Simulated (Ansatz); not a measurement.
def2 core potentials replace the inner electrons of Te.

Species: C₂H₃F₃OTe, SMILES `O[Te]CC(F)(F)F` (H–O–Te–C torsion -81°, O–Te–C–C torsion 80°) (charge 0, multiplicity 1).

### Question
Give a relaxed geometry from B3LYP-D3(BJ)/def2-SVP (Ansatz, an electronic-structure program).

### Answer
One answer among several that fit: the end point of this relaxation, one of several conformers (outside a Z-matrix the atoms follow the SMILES, hydrogens last).
Z-matrix (Å, degrees):
```
C
H 1 1.0980
H 1 1.0990 2 109.32
C 1 1.5083 2 109.34 3 119.90
F 4 1.3417 1 112.22 2 -176.48
F 4 1.3460 5 107.28 1 -122.13
F 4 1.3494 5 107.51 6 -114.84
Te 1 2.1763 2 105.47 3 -117.07
O 8 2.0109 1 93.44 2 -39.58
H 9 0.9700 8 106.12 1 -81.27
```
